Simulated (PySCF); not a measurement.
**Energy of Pt⁺ (platinum, charge +1) between two integer charges**

The 5d beta orbital of [Xe] 4f14 5d9 is emptied in steps (occupation f), with all orbitals relaxed, ending at [Xe] 4f14 5d8. All numbers are calculated (PySCF 2.14, scalar relativity through the core potential, in aug-cc-pVDZ-PP with ECP60MDF). The exact energy is a straight line in f; departures are measured from the line between the end points of the same method.

```tsv
f	M06-2X (eV)
1	0.000
0.8	-0.325
0.6	-0.507
0.4	-0.528
0.2	-0.372
0	0.000
```

```tsv
method	E(f=0) − E(f=1) (eV)	−ε at f=1 (eV)	−ε at f=0.4 (eV)
M06-2X	19.128	17.202	19.453
```

Orbital energy along the path (eV):

```json
{"f": "1", "M06-2X": "-17.202"}
{"f": "0.8", "M06-2X": "-17.839"}
{"f": "0.6", "M06-2X": "-18.608"}
{"f": "0.4", "M06-2X": "-19.453"}
{"f": "0.2", "M06-2X": "-20.388"}
{"f": "0", "M06-2X": "-21.668"}
```

Reference removal energy between the ground levels: 18.56 ± 0.12 eV (measured; NIST Atomic Spectra Database, ionization energies). The calculation has no spin-orbit coupling. The determinant left behind need not be the lowest term of the ion.
